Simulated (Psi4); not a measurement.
Psi4 input (wB97X-D/6-31G*):

```
memory 1500 MB

molecule {
1 2
F    -1.32388716   -0.37054190    0.06138857
Si   -0.01157226    0.43205305   -0.00961660
F     1.34188846   -0.30154062   -0.04642942
symmetry c1
no_reorient
no_com
}

set {
  basis 6-31G*
  reference uks
  scf_type pk
  dft_radial_points 99
  dft_spherical_points 590
  e_convergence 1e-8
  d_convergence 1e-7
  maxiter 150
}

e = energy('wb97x-d')
print_out(f'\nFINAL {e:.10f} DIPOLE {variable("CURRENT DIPOLE")[0]:.6f} {variable("CURRENT DIPOLE")[1]:.6f} {variable("CURRENT DIPOLE")[2]:.6f}\n')
```

### Question
What final total energy does it give?

### Answer
-488.78775 Eh.
